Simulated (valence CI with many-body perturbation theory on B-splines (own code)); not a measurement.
# E1 transitions of Ho62+

Level of theory: relativistic CI+MBPT: three valence electrons over a frozen Dirac-Fock core [He], radial functions for each j: 11 s, 11 p, 9 d, 7 f, 5 g, 2 h, 1 i, with the one-electron correlation potential Σ1, the two-electron term Σ2, the three-electron term Σ3, Breit, model QED; selected CI, second order for the rest (own B-spline code, finite nucleus).

No measured spectrum was set against this ion. As an estimate, large intervals hold to a few tenths of a per cent, small ones and those within an open d or f shell to about a per cent.

Lines 51 to 100 of 280 in falling wavelength, among levels below 10290 eV, chosen from the strongest by gf and those to the six lowest levels. Wavelengths and rates use the calculated energies. Electric multipoles are in the length gauge, E1 and E2 with the static RPA response of the core. Weak lines are less certain than strong ones. Lines between different terms over intervals too small for the method are left out, as are lines whose strength nearly cancels. The highest levels of a list are the least certain.

Levels are named by their leading jj configuration (3d3/2^4 stands for four electrons in 3d with j = 3/2), which in mixed levels can hold well under half, so a name can repeat and another be missing. Letters in brackets count levels of one name in rising energy.

```tsv
λ vac (Å)	Upper	Lower	A (s⁻¹)	log gf	Branch %
34.82	(2s 2p1/2 3p3/2) J=5/2	(2s 2p1/2 3s) J=3/2	5.17e+11	-0.25	1.4
34.60	(2s 2p3/2 3p3/2) J=3/2 [b]	(2s 2p3/2 3s) J=1/2	3.43e+11	-0.61	0.2
34.56	(2s 2p1/2 3p3/2) J=3/2 [b]	(2s 2p1/2 3s) J=3/2	2.76e+11	-0.70	0.1
34.26	(2s 2p3/2 3p3/2) J=1/2 [b]	(2s 2p3/2 3s) J=1/2	4.82e+11	-0.77	4.2
34.14	(2p1/2 2p3/2 3p3/2) J=5/2 [b]	(2p1/2 2p3/2 3s) J=5/2	2.66e+11	-0.55	0.1
33.53	(2s 2p3/2 3p3/2) J=5/2 [a]	(2s 2p3/2 3s) J=5/2	3.59e+11	-0.44	0.2
33.16	(2p1/2 2p3/2 3p3/2) J=1/2 [b]	(2p1/2 2p3/2 3s) J=3/2 [b]	5.44e+11	-0.75	0.2
17.63	(2s^2 2p3/2) J=3/2	(2s 2p1/2^2) J=1/2	1.08e+10	-2.70	74.5
11.34	(2s 2p1/2 2p3/2) J=3/2 [a]	(2s^2 2p1/2) J=1/2	3.35e+10	-2.59	87.7
11.16	(2s 2p3/2^2) J=5/2	(2s^2 2p3/2) J=3/2	9.99e+11	-0.95	99.0
10.96	(2p1/2 2p3/2^2) J=3/2	(2s 2p1/2 2p3/2) J=1/2	2.56e+12	-0.73	36.7
10.77	(2p1/2 2p3/2 3d3/2) J=5/2 [a]	(2s 2p1/2 3d3/2) J=5/2	1.62e+12	-0.77	1.2
10.77	(2p1/2 2p3/2^2) J=5/2	(2s 2p1/2 2p3/2) J=3/2 [b]	3.10e+12	-0.49	47.9
10.73	(2p1/2 2p3/2 3s) J=3/2 [b]	(2s 2p1/2 3s) J=1/2 [b]	2.46e+12	-0.77	1.3
10.73	(2p1/2 2p3/2 3d5/2) J=9/2	(2s 2p1/2 3d5/2) J=7/2	2.63e+12	-0.34	33.0
10.72	(2p1/2 2p3/2 3p3/2) J=7/2	(2s 2p1/2 3p3/2) J=5/2	2.99e+12	-0.39	1.1
10.71	(2p3/2^3) J=3/2	(2s 2p3/2^2) J=3/2	6.76e+12	-0.33	64.9
10.69	(2s 2p3/2 3d3/2) J=3/2 [b]	(2s^2 3d3/2) J=3/2	2.74e+12	-0.73	0.3
10.67	(2s 2p3/2 3d5/2) J=7/2 [b]	(2s^2 3d5/2) J=5/2	3.81e+12	-0.28	1.0
10.65	(2p1/2 2p3/2 3d5/2) J=7/2 [a]	(2s 2p1/2 3d5/2) J=5/2 [a]	2.36e+12	-0.49	6.0
10.65	(2p1/2 2p3/2 3d3/2) J=5/2 [b]	(2s 2p1/2 3d3/2) J=3/2 [b]	2.64e+12	-0.57	0.2
10.64	(2s 2p3/2 3p3/2) J=5/2 [b]	(2s^2 3p3/2) J=3/2	4.21e+12	-0.37	2.1
10.63	(2p1/2 2p3/2 3d3/2) J=7/2	(2s 2p1/2 3d3/2) J=5/2	2.64e+12	-0.45	11.9
10.62	(2p1/2 2p3/2 3p1/2) J=5/2	(2s 2p1/2 3p1/2) J=3/2	3.00e+12	-0.52	0.5
10.62	(2p1/2 2p3/2 3p3/2) J=5/2 [a]	(2s 2p1/2 3p3/2) J=3/2 [a]	2.14e+12	-0.66	0.5
10.61	(2p1/2 2p3/2 3p1/2) J=3/2 [b]	(2s 2p1/2 3p1/2) J=1/2 [b]	3.09e+12	-0.68	0.7
10.60	(2p1/2 2p3/2 3d5/2) J=7/2 [b]	(2s 2p1/2 3d5/2) J=5/2 [b]	1.45e+12	-0.71	0.1
10.56	(2p1/2 2p3/2 3s) J=5/2	(2s 2p1/2 3s) J=3/2	2.94e+12	-0.53	2.6
10.55	(2s 2p3/2 3d3/2) J=5/2 [b]	(2s^2 3d3/2) J=3/2	3.48e+12	-0.46	0.3
10.55	(2p1/2 2p3/2 3d5/2) J=3/2 [b]	(2s 2p1/2 3d5/2) J=5/2 [b]	2.28e+12	-0.82	0.2
10.55	(2s 2p3/2 3p1/2) J=1/2	(2s^2 3p1/2) J=1/2	4.64e+12	-0.81	1.7
10.54	(2s 2p3/2 3s) J=1/2	(2s^2 3s) J=1/2	4.60e+12	-0.81	1.9
10.53	(2s 2p3/2 3p1/2) J=3/2 [b]	(2s^2 3p1/2) J=1/2	4.36e+12	-0.54	2.3
10.52	(2s 2p3/2 3d5/2) J=5/2 [b]	(2s^2 3d5/2) J=5/2	4.10e+12	-0.39	0.3
10.52	(2p1/2 2p3/2 3d3/2) J=3/2 [a]	(2s 2p1/2 3d3/2) J=3/2 [a]	2.60e+12	-0.76	0.8
10.52	(2p1/2 2p3/2 3p3/2) J=5/2 [b]	(2s 2p1/2 3p3/2) J=3/2 [b]	1.54e+12	-0.82	0.5
10.51	(2p1/2 2p3/2 3d3/2) J=5/2 [a]	(2s 2p1/2 3d3/2) J=3/2 [a]	1.45e+12	-0.84	1.1
10.50	(2p1/2 2p3/2 3d5/2) J=7/2 [b]	(2s 2p1/2 3d5/2) J=7/2	1.57e+12	-0.68	0.1
10.50	(2s 2p3/2 3p3/2) J=3/2 [b]	(2s^2 3p3/2) J=3/2	4.34e+12	-0.54	2.4
10.50	(2s 2p3/2 3s) J=3/2 [b]	(2s^2 3s) J=1/2	4.32e+12	-0.54	3.7
10.49	(2s 2p3/2 3d5/2) J=3/2 [b]	(2s^2 3d5/2) J=5/2	4.55e+12	-0.52	0.4
10.49	(2p1/2 2p3/2 3s) J=3/2 [a]	(2s 2p1/2 3s) J=1/2 [a]	2.55e+12	-0.77	2.5
10.47	(2s 2p3/2 3p3/2) J=1/2 [b]	(2s^2 3p3/2) J=3/2	4.27e+12	-0.85	37.5
10.38	(2p1/2 2p3/2^2) J=3/2	(2s 2p1/2 2p3/2) J=5/2	3.98e+11	-1.59	5.7
10.38	(2s 2p1/2 2p3/2) J=1/2	(2s^2 2p1/2) J=1/2	5.04e+12	-0.79	99.6
10.36	(2s 2p1/2 2p3/2) J=3/2 [b]	(2s^2 2p1/2) J=1/2	4.47e+12	-0.54	99.8
10.32	(2p1/2 2p3/2^2) J=1/2	(2s 2p1/2 2p3/2) J=3/2 [b]	5.19e+12	-0.78	67.8
10.30	(2p1/2 2p3/2^2) J=1/2	(2s 2p1/2 2p3/2) J=1/2	2.36e+12	-1.12	30.9
10.27	(2p1/2^2 2p3/2) J=3/2	(2s 2p1/2^2) J=1/2	3.32e+12	-0.68	96.8
10.27	(2s 2p3/2^2) J=1/2	(2s^2 2p3/2) J=3/2	4.02e+12	-0.90	99.5
```
